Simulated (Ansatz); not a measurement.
CH8BNSSi (`N[SiH2]CBS`), relaxed with RKS PBE0-D4/def2-TZVP in Ansatz 0.2.0 from a PBE-D4/def2-SVP geometry. The force threshold is 0.005 eV/Å; the program also tests the step.

The species carries charge 0 and has multiplicity 1.

Start:

```xyz
13

N    -0.298   -1.668   -0.975
Si   -0.877   -0.025   -0.967
C     0.207    1.224    0.014
B     0.205    0.770    1.496
S     1.295   -0.489    2.185
H    -0.175   -2.162   -0.087
H     0.423   -1.940   -1.646
H    -2.263    0.009   -0.382
H    -0.912    0.417   -2.406
H     1.204    1.199   -0.476
H    -0.256    2.222   -0.135
H    -0.613    1.169    2.305
H     2.059   -0.727    1.076
```

Task: How much energy does the relaxation release, and in how many steps? (Best estimate.)

Result: Ansatz gave: 8.39 kJ/mol, in 35 steps, 5 of them rejected.

Task: Which bonds change most? (Estimate.)

Result: The calculation gave: Si2–C3 from 1.923 to 1.885 Å; N1–Si2 from 1.742 to 1.720 Å; S5–H13 from 1.368 to 1.346 Å; B4–H12 from 1.218 to 1.196 Å.

Task: Give the relaxed structure. (Estimate.)

Result: Computed: 
```xyz
13

N    -0.079   -1.554   -0.933
Si   -0.803    0.004   -1.016
C     0.191    1.201    0.047
B     0.182    0.700    1.505
S     1.378   -0.437    2.192
H     0.009   -2.015   -0.040
H    -0.261   -2.220   -1.666
H    -2.226    0.075   -0.570
H    -0.758    0.414   -2.445
H     1.186    1.245   -0.406
H    -0.306    2.171   -0.058
H    -0.693    0.981    2.272
H     2.179   -0.565    1.118
```
